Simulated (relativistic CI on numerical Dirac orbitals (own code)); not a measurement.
# d8 in a ligand field

Computed with a parametric ligand-field model of a d^n configuration (Racah B and C, spin-orbit zeta, crystal field), exact diagonalisation.

Field parameters in Wybourne normalisation: Oh B⁴₀ = 21Dq, B⁴₄ = √(5/14) B⁴₀; Td as Oh with Dq negative (B⁴₀ = 21Dq, B⁴₄ = √(5/14) B⁴₀). The field is a parameter set, without covalency.

(1) Lowest levels for B = 730, C = 3490, ζ = 110 cm⁻¹, Oh, 10Dq = 34650 cm⁻¹?

(2) Lowest levels for B = 560, C = 2800, ζ = 2750 cm⁻¹, Oh, 10Dq = 23900 cm⁻¹?

(3) Lowest levels for B = 300, C = 1090, ζ = 630 cm⁻¹, Oh, 10Dq = 18000 cm⁻¹?

(4) Lowest levels for B = 440, C = 2200, ζ = 520 cm⁻¹, Td, 10Dq = -7000 cm⁻¹?

(5) Lowest levels for B = 560, C = 2150, ζ = 4100 cm⁻¹, Td, 10Dq = -8200 cm⁻¹?

## Answers

(1) T2 0 (S 1.00), E 12728 (S 0.00), A1 23710 (S 0.00), E 34622 (S 1.00), T1 34622 (S 1.00), T2 34678 (S 1.00), A2 34706 (S 1.00), T2 42734 (S 1.00), E 42736 (S 1.00) cm⁻¹, with S from ⟨S²⟩ = S(S + 1). The ground level has 2.00 electrons in the cubic e pair.

(2) T2 0 (S 1.00), E 9564 (S 0.11), A1 17935 (S 0.16), E 22965 (S 0.98), T1 23130 (S 0.98), T2 24774 (S 0.97), A2 26075 (S 1.00), T2 30597 (S 0.95), T1 31128 (S 0.98) cm⁻¹, with S from ⟨S²⟩ = S(S + 1). The ground level has 2.03 electrons in the cubic e pair.

(3) T2 0 (S 1.00), E 4531 (S 0.01), A1 8695 (S 0.01), E 17804 (S 1.00), T1 17828 (S 1.00), T2 18167 (S 1.00), A2 18376 (S 1.00), T2 21319 (S 0.96), E 21460 (S 1.00) cm⁻¹, with S from ⟨S²⟩ = S(S + 1). The ground level has 2.00 electrons in the cubic e pair.

(4) A1 0 (S 1.00), T1 333 (S 1.00), E 931 (S 1.00), T2 1015 (S 1.00), T2 6737 (S 0.84), T1 6915 (S 1.00), E 6964 (S 0.99), A2 7279 (S 1.00), E 8147 (S 0.07) cm⁻¹, with S from ⟨S²⟩ = S(S + 1). The ground level has 3.94 electrons in the cubic e pair.

(5) A1 0 (S 0.98), T1 1680 (S 0.98), E 3174 (S 0.94), T2 5897 (S 0.94), T2 7723 (S 0.65), E 10960 (S 0.53), T1 14208 (S 0.99), A2 16022 (S 1.00), E 16671 (S 0.99) cm⁻¹, with S from ⟨S²⟩ = S(S + 1). The ground level has 3.90 electrons in the cubic e pair.
